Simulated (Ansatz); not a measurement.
Frontier orbitals of BGeH$_{6}$N, SMILES `B[NH][GeH3]`.

The species carries charge 0 and has multiplicity 1. Correlated methods include outer-core shells of Ge, which these sets cover unevenly. Scalar relativity is left out up to krypton. The structure was optimised at the PBE0-D4/def2-TZVP level. Basis def2-TZVPP, Ansatz 0.2.0.

Orbital energies of one run (eV). Highest occupied ones, from the top: -7.02, -7.25, -8.49, -8.88, -9.09, -10.48, -12.79, -14.07, -21.22, -29.90, -29.91, -29.96, -29.97, -30.04. Empty: -0.82, -0.37, 0.26, 0.79, 1.01, 1.12.

Question: Which functional gave them?
A. revPBE
B. r2SCAN0
C. B3LYP
D. HSE06 (plane-wave form)

Answer: A. HOMO energies: revPBE -7.02, HSE06 -7.94, B3LYP -8.10, r2SCAN0 -8.52 eV.

B3LYP here is the variant with VWN-RPA as its local correlation; programs differ in this.
